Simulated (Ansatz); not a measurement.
The pair A = BH3 (SMILES B) (first 4 atoms), B = C2H6O (SMILES COC); geometry from B3LYP-D3(BJ)/def2-TZVP.
(charge 0, multiplicity 1):
```xyz
13

B      0.14919     0.22652     1.09459
H      1.28059     0.51303     0.80576
H     -0.68600     1.01995     0.75031
H     -0.14383    -0.93133     0.90094
C     -1.16373     0.17626     3.32437
O      0.13815     0.36415     2.74530
C      1.15283    -0.42371     3.38970
H     -1.11015     0.40816     4.38769
H     -1.49260    -0.85312     3.16804
H     -1.83110     0.86194     2.81364
H      1.16341    -0.17934     4.45152
H      2.09472    -0.15592     2.92333
H      0.94807    -1.48546     3.23812
```

Correlated levels freeze the cores. MP2 and its Hartree–Fock in aug-cc-pVTZ are density fitted.

Run with Ansatz (Gaussian basis) for Hartree–Fock, density functionals and correlated methods. 

The counterpoise-corrected interaction energy is E(AB) − E(A in the pair's basis) − E(B in the pair's basis). Total energies (hartree):

| level | AB | A in the pair's basis | B in the pair's basis |
|---|---|---|---|
| HF/aug-cc-pVDZ | -180.4922601 | -26.3736740 | -154.0851931 |
| MP2/aug-cc-pVDZ | -181.1124512 | -26.4719970 | -154.5927804 |
| HF/aug-cc-pVTZ | -180.5445553 | -26.3819367 | -154.1263458 |
| MP2/aug-cc-pVTZ | -181.2899578 | -26.4987162 | -154.7376982 |
| CCSD(T)/aug-cc-pVDZ | -181.1903051 | -26.4983332 | -154.6465818 |

**Question.** Work out the counterpoise-corrected interaction energy at the basis-set limit: extrapolate the MP2 correlation part as X⁻³, take Hartree–Fock from the larger set, and add the CCSD(T) − MP2 difference of aug-cc-pVDZ.

**Answer.** 
1. Differences (1 hartree = 627.509 kcal/mol): HF/aug-cc-pVDZ -20.954; MP2/aug-cc-pVDZ -29.916; HF/aug-cc-pVTZ -22.761; MP2/aug-cc-pVTZ -33.599; CCSD(T)/aug-cc-pVDZ -28.483.
2. Correlation parts, MP2 less HF: -8.961 in aug-cc-pVDZ (X = 2), -10.838 in aug-cc-pVTZ (X = 3).
3. Limit (3³·(-10.838) − 2³·(-8.961))/(3³ − 2³) = -11.628; with HF/aug-cc-pVTZ it gives -34.389.
4. CCSD(T) less MP2 in aug-cc-pVDZ: 1.433.
Result: -32.96 kcal/mol, against -29.92 at MP2/aug-cc-pVDZ. It is an estimate of this method's limit, not of the exact value.

Ansatz is a quantum-chemistry and plane-wave program.
